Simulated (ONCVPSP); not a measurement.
**Logarithmic derivatives: K (Z = 19), ONCV**

potassium (K), optimised norm-conserving Vanderbilt (ONCV), made with ONCVPSP 4.0.1 (PBE, fully relativistic). Core [Ne], reference 3s2 3p6 4s0.75 4p0.25. Waves: 3s+4s: rc 1.78 bohr, ncon 4, nbas 8, qcut 5.9 1/bohr, 2 projectors; 3p+4p: rc 2.30 bohr, ncon 3, nbas 6, qcut 6.1 1/bohr, 2 projectors; d scattering state at 0.33 Ha: rc 1.90 bohr, ncon 4, nbas 8, qcut 6 1/bohr, 2 projectors, debl 3 Ha. Local part: polynomial inside 1.65 bohr (lpopt 1, dvloc0 4 Ha). Core correction: none.

Open shells are filled in proportion to 2j + 1.

The phase is arctan(r·R′/R) of the radial function R(r), unwrapped; energies in Ha, scanned from -3 to 5 Ha. A pole is an energy at which the radial function vanishes at the test radius. The pseudo phase is shifted by a multiple of π to meet the all-electron one at the reference energy, and phase errors are pseudo minus all-electron; the curves can meet again beyond the range given. Levels narrower than the energy grid can be missing from the lists of poles.

Question: For each channel, where are the poles, and over which energies does the pseudopotential scatter like the atom?

Answer:

```csv
channel,radius (bohr),reference energy (Ha),"poles, all-electron","poles, pseudo",unbroken range about the reference energy with phases within 0.05 rad,phase error 1 Ha above the reference energy (rad)
s,1.81,-0.09,-0.70,-0.70,the whole range,-0.000
p3/2,2.34,-0.04,"-0.48, 3.23","-0.48, 3.23",the whole range,+0.001
p1/2,2.34,-0.04,"-0.50, 3.21","-0.50, 3.21",the whole range,+0.001
d5/2,1.93,0.33,0.94,0.95,the whole range,+0.002
d3/2,1.93,0.33,0.94,0.95,the whole range,+0.004
```

Phases in the d3/2 channel:

```
E (Ha)  all-electron  pseudo
 -2.98         1.303   1.303
 -2.76         1.289   1.290
 -2.54         1.274   1.274
 -2.32         1.255   1.256
 -2.10         1.233   1.234
 -1.88         1.207   1.208
 -1.66         1.173   1.175
 -1.44         1.131   1.132
 -1.22         1.073   1.074
 -1.00         0.990   0.992
 -0.78         0.864   0.866
 -0.56         0.649   0.652
 -0.34         0.260   0.262
 -0.12        -0.342  -0.342
  0.10        -0.878  -0.878
  0.32        -1.192  -1.191
  0.54        -1.374  -1.373
  0.76        -1.494  -1.492
  0.98        -1.585  -1.583
  1.20        -1.664  -1.661
  1.42        -1.743  -1.739
  1.64        -1.833  -1.827
  1.86        -1.950  -1.943
  2.08        -2.128  -2.117
  2.30        -2.439  -2.423
  2.52        -2.989  -2.971
  2.74        -3.621  -3.613
  2.96        -4.020  -4.018
  3.18        -4.235  -4.235
  3.40        -4.361  -4.361
  3.62        -4.443  -4.443
  3.84        -4.502  -4.501
  4.06        -4.546  -4.544
  4.28        -4.581  -4.578
  4.50        -4.610  -4.606
  4.72        -4.635  -4.630
  4.94        -4.657  -4.651
```
